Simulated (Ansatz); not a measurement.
Dissociation curve of H₉NSi₃, SMILES [SiH3]N([SiH3])[SiH3]. The Si1–H13 bond (Si1 also carries H, H, N; H13 carries nothing else) is pulled apart rigidly from the PBE0/def2-SVP optimised geometry.

Levels: RKS-PBE = restricted PBE/def2-SVP (Ansatz, a program for electronic structure); UKS-PBE = unrestricted PBE/def2-SVP in Ansatz; RKS-PBE0 = restricted PBE0/def2-SVP (Ansatz); UKS-PBE0 = Ansatz with unrestricted PBE0/def2-SVP.

Energies relative to the lowest point of each curve near equilibrium, in mEh; the last columns give the difference from UKS-PBE0:

| R / Å | RKS-PBE | UKS-PBE | RKS-PBE0 | UKS-PBE0 | RKS-PBE − UKS-PBE0 | UKS-PBE − UKS-PBE0 | RKS-PBE0 − UKS-PBE0 |
|---|---|---|---|---|---|---|---|
| 1.21 | 42.4 | 42.4 | 41.0 | 41.0 | 1.4 | 1.4 | 0.0 |
| 1.32 | 13.9 | 13.9 | 12.9 | 12.9 | 1.0 | 1.0 | 0.0 |
| 1.41 | 3.1 | 3.1 | 2.6 | 2.6 | 0.5 | 0.5 | 0.0 |
| 1.43 | 1.9 | 1.9 | 1.5 | 1.5 | 0.4 | 0.4 | 0.0 |
| 1.49 | 0.0 | 0.0 | 0.0 | 0.0 | 0.0 | 0.0 | 0.0 |
| 1.55 | 0.5 | 0.5 | 1.0 | 1.0 | -0.4 | -0.4 | 0.0 |
| 1.59 | 1.9 | 1.9 | 2.7 | 2.7 | -0.7 | -0.7 | 0.0 |
| 1.69 | 8.2 | 8.2 | 9.7 | 9.7 | -1.6 | -1.6 | 0.0 |
| 1.79 | 17.0 | 17.0 | 19.4 | 19.4 | -2.5 | -2.5 | 0.0 |
| 1.96 | 35.0 | 35.0 | 39.1 | 39.1 | -4.1 | -4.1 | 0.0 |
| 2.18 | 59.9 | 59.9 | 66.2 | 66.2 | -6.3 | -6.3 | 0.0 |
| 2.44 | 87.3 | 87.3 | 96.3 | 96.3 | -9.0 | -9.0 | 0.0 |
| 2.78 | 117.2 | 117.1 | 129.8 | 125.2 | -8.0 | -8.1 | 4.6 |
| 3.16 | 142.4 | 134.4 | 158.9 | 138.5 | 3.9 | -4.2 | 20.4 |
| 3.64 | 164.1 | 141.5 | 185.2 | 144.0 | 20.1 | -2.5 | 41.2 |
| 4.33 | 181.9 | 143.7 | 208.3 | 145.8 | 36.0 | -2.1 | 62.5 |

RKS-PBE is furthest from UKS-PBE0 at 4.33 (36.0 mEh, above); its mean absolute difference over the points is 6.0 mEh.

UKS-PBE is furthest from UKS-PBE0 at 2.44 (-9.0 mEh, below); its mean absolute difference over the points is 2.8 mEh.

RKS-PBE0 is furthest from UKS-PBE0 at 4.33 (62.5 mEh, above); its mean absolute difference over the points is 8.0 mEh.

The restricted form behind RKS-PBE, RKS-PBE0 keeps the bonding electrons paired and can't separate into open-shell fragments. The unrestricted determinant behind UKS-PBE, UKS-PBE0 is spin-contaminated at 2.78 to 4.33 Å (<S²> up to 1.0, against 0.00 for a pure singlet).
